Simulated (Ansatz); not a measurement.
System: sum formula HSiO2F2, charge -1, multiplicity 1. It need not be the lowest isomer of its formula. Whether it binds its extra electron was not tested at this geometry. 
Coordinates optimised at B3LYP-D3(BJ)/def2-TZVP (Ansatz, a first-principles code):
```xyz
6

Si    -0.0781     0.1162    -0.0301
F     -0.2907    -0.4516     1.4848
F     -0.5195    -1.2148    -0.8646
O     -0.7785     1.4415    -0.3924
O      1.5952     0.1073    -0.1903
H      1.8512     0.9805    -0.4988
```
Charge -1, spin multiplicity 1.

Total electronic energies in hartree. Correlated levels leave the core frozen unless marked. No spin-orbit coupling. No relativistic terms. Basis-set limits of correlation are two-point, X^-3; Hartree-Fock from the larger set. [CCSD(T)-MP2]/basis is that difference in the basis named.

```tsv
level	program	energy (Eh)
r2SCAN-D4/def2-TZVPD	Ansatz + dftd4	-640.53056
r2SCAN0-D4/def2-TZVPD	Ansatz + dftd4	-640.47416
CAM-B3LYP-D4/def2-TZVPD	Ansatz + dftd4	-640.63765
B2GP-PLYP/def2-TZVPD	Ansatz	-640.30255
RI-MP2/cc-pV(T+d)Z	Ansatz	-639.65915
SCS-MP2/aug-cc-pV(T+d)Z	Ansatz	-639.67560
CCSD(T)/6-31G	Ansatz	-638.71656
CCSD(T)/aug-cc-pV(D+d)Z	Ansatz	-639.39995
RI-MP2/CBS(aug-cc-pV(T+d)Z,aug-cc-pV(Q+d)Z)+[CCSD(T)-MP2]/aug-cc-pV(T+d)Z	Ansatz	-639.9161
```

Totals of different functionals don't rank their quality; only differences between species are comparable.
